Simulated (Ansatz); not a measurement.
The first iterations of a band of CH₇AsSeSi (11 atoms, charge 0, multiplicity 1).

These are results of RKS PBE-D4/def2-SVP (Ansatz), not measurements.

```json
{"movable images": "7", "climbing image": "yes", "spring": "5.0 eV/Å²", "optimiser": "quadratic models (default)", "start path": "through a guess of the saddle point", "force threshold": "0.03 eV/Å", "iteration limit": "60", "end points": "relaxed"}
```

Initial state:

```xyz
11
Properties=species:S:1:pos:R:3
C -0.790 1.217 0.102
Si 0.130 -0.184 -0.773
As 2.093 -0.928 0.376
Se -1.232 -2.014 -1.149
H -0.132 2.105 0.202
H -1.693 1.502 -0.475
H -1.105 0.902 1.117
H 0.527 0.229 -2.165
H 1.259 -1.153 1.655
H 2.443 0.508 0.826
H -1.435 -2.242 0.306
```

Final state:

```xyz
11
Properties=species:S:1:pos:R:3
C -0.780 1.106 0.223
Si 0.153 -0.330 -0.576
As 2.230 -0.869 0.482
Se -1.047 -2.303 -0.453
H -0.176 2.035 0.164
H -1.745 1.283 -0.296
H -0.991 0.885 1.288
H 0.455 0.002 -2.016
H 1.572 -0.765 1.873
H 2.603 0.629 0.514
H -2.208 -1.729 -1.182
```

| iteration | highest image above the first end (eV) | largest band force component (eV/Å) |
| --- | --- | --- |
| 1 | 0.448 | 4.172 |
| 2 | 0.129 | 1.059 |

Problem. Does the band converge within its limit, and where does its top end?

Solution. The forces met the threshold. It ended after 6 iterations with the highest image 0.052 eV above the first end. A vibrational analysis at the climbing image gives one clearly imaginary mode, 141i cm⁻¹: a first-order saddle point.

Time of the run: 2.6 min on 2 threads of Arm Neoverse V1, with other jobs on the host, peak memory 0.2 GiB.
